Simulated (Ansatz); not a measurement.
Consider the silylene formation by 1,1-elimination: `O[SiH2]S[SiH](Cl)Cl` → `O[SiH]` + `S[SiH](Cl)Cl`.

Computed with Ansatz on PBE0-D4/def2-TZVP structures; ΔE is electronic, products minus reactants. CBS: MP2 limit from def2 TZ/QZ plus the TZ coupled-cluster correction, frozen cores. This one scheme is used for every species. Functionals use def2-TZVPP. One conformer a species, not always the lowest.

`O[SiH2]S[SiH](Cl)Cl`:

Z-matrix (Å, degrees):
```
Si
S 1 2.156
O 1 1.633 2 112.9
H 1 1.486 2 106.7 3 -123.6
H 1 1.475 2 106.1 3 116.5
Si 2 2.103 1 96.4 3 88.5
H 3 0.960 1 116.9 2 -60.0
Cl 6 2.060 2 111.2 1 -53.7
Cl 6 2.035 2 108.1 1 -173.0
H 6 1.473 2 113.6 1 66.0
```

`O[SiH]`:

Z-matrix (Å, degrees):
```
O
Si 1 1.657
H 1 0.961 2 114.2
H 2 1.532 1 94.4 3 180.0
```

`S[SiH](Cl)Cl`:

Cartesian coordinates in Å:
```
S 0.635 -1.019 -1.237
Si -0.341 0.224 0.167
Cl -2.314 -0.266 0.062
Cl 0.354 -0.076 2.063
H 1.849 -0.523 -0.935
H -0.184 1.661 -0.120
```

| species | PBE-D4 energy (Eh) |
| --- | --- |
| `O[SiH2]S[SiH](Cl)Cl` | -1974.60254 |
| `O[SiH]` | -365.71944 |
| `S[SiH](Cl)Cl` | -1608.78329 |

Work out ΔE.

ΔE = (-365.71944) + (-1608.78329) − (-1974.60254) = 0.09981 Eh = +62.6 kcal/mol. CCSD(T)/CBS gives +63.5 kcal/mol.

Largest T1 diagnostic among the species: 0.016.

In def2-TZVPP, CCSD(T) changes the Hartree–Fock value by +2.5 kcal/mol (the triples alone add +1.0 kcal/mol) and MP2 by +7.9 kcal/mol. From PBE to PBE0 (25 % exact exchange), in def2-TZVPP and without D4, ΔE moves by +3.8 kcal/mol. The D4 term adds +5.5 kcal/mol with B3LYP and +3.0 kcal/mol with PBE0; it sums over pairs of atoms, weighted by their polarisabilities, and B3LYP, whose exchange is more repulsive, gets the larger term.

B3LYP here is the variant with VWN-RPA as its local correlation; programs differ in this.
